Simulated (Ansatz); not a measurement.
```yaml
crystal:
  periodic: [false, false, false]
  atoms:
    - {symbol: B, position_ang: [-0.566382, 1.516619, -0.322208]}
    - {symbol: Al, position_ang: [0.570173, 0.703135, -1.350169]}
    - {symbol: C, position_ang: [1.352482, -0.784889, -0.363095]}
    - {symbol: N, position_ang: [1.643940, -2.004685, 0.703373]}
    - {symbol: Ga, position_ang: [-1.804239, -0.099378, 0.559441]}
    - {symbol: H, position_ang: [0.390140, 1.487326, 0.117619]}
    - {symbol: H, position_ang: [-0.949379, 2.504198, -0.711656]}
    - {symbol: H, position_ang: [2.010616, 0.768980, -2.041903]}
    - {symbol: H, position_ang: [1.840193, -2.504848, 1.113718]}
    - {symbol: H, position_ang: [-3.339430, -0.261407, 0.298952]}
    - {symbol: H, position_ang: [-1.035625, -1.432681, 1.525479]}
basis:
  gaussian: {orbitals: def2-TZVPP}
hamiltonian: {xc: {name: SPW92}}
output: {forces: true}
```

```sh
$ ansatz run in.yaml --threads 4 --pin off --events-out ev --progress --plain --max-ram 10444MiB
```

It prints (some lines left out):

```
Functional definition: SPW92
1495 factors; their error is unknown
mean field evaluation 1: about -62083.8854 eV, gradient 1.3e2 eV
mean field evaluation 2: about -61853.4511 eV, gradient 2.6e2 eV
mean field evaluation 4: about -62056.3927 eV, gradient 1.5e2 eV
mean field evaluation 8: about -62117.6181 eV, gradient 3.4e1 eV
mean field evaluation 16: about -62120.1337 eV, gradient 3.6e-3 eV
mean field -62120.13370675 eV, -2282.8728071842 hartree, gradient 1.0e-5 eV, S^2 0.000000; 4 other end points of the search recorded, 0 dependent functions left out
reference -62120.13375511 eV, -2282.8728089613 hartree; 34, 34 occupied and 233, 233 virtual orbitals, 1495 factors
Total energy: -62120.13375511 eV, -2282.8728089613 hartree
Atom 0 at    -0.566382     1.516619    -0.322208 Å, force    -8.832718    -0.363290     2.193118 eV/Å
Atom 1 at     0.570173     0.703135    -1.350169 Å, force     3.584140    -2.273009    -3.789052 eV/Å
Atom 2 at     1.352482    -0.784889    -0.363095 Å, force     2.477183   -10.199226     8.844200 eV/Å
Atom 3 at     1.643940    -2.004685     0.703373 Å, force   -17.620858    47.408449   -39.313572 eV/Å
Atom 4 at    -1.804239    -0.099378     0.559441 Å, force     1.585797    -0.095867     0.412495 eV/Å
Atom 5 at     0.390140     1.487326     0.117619 Å, force     5.120633     0.179598     2.744961 eV/Å
Atom 6 at    -0.949379     2.504198    -0.711656 Å, force    -0.816540     1.618928    -0.658893 eV/Å
Atom 7 at     2.010616     0.768980    -2.041903 Å, force     0.083239     0.168530    -0.287197 eV/Å
Atom 8 at     1.840193    -2.504848     1.113718 Å, force    15.324829   -37.919512    30.911570 eV/Å
Atom 9 at    -3.339430    -0.261407     0.298952 Å, force    -0.066274    -0.011134    -0.042453 eV/Å
Atom 10 at    -1.035625    -1.432681     1.525479 Å, force    -0.839431     1.486534    -1.015177 eV/Å
Dipole moment:     0.385887    -0.140155    -0.212049 e Å
```

Hardware: 4 threads of an Arm Neoverse V1 on a shared host. Wall time 4.9 s, peak host memory 0.47 GiB.
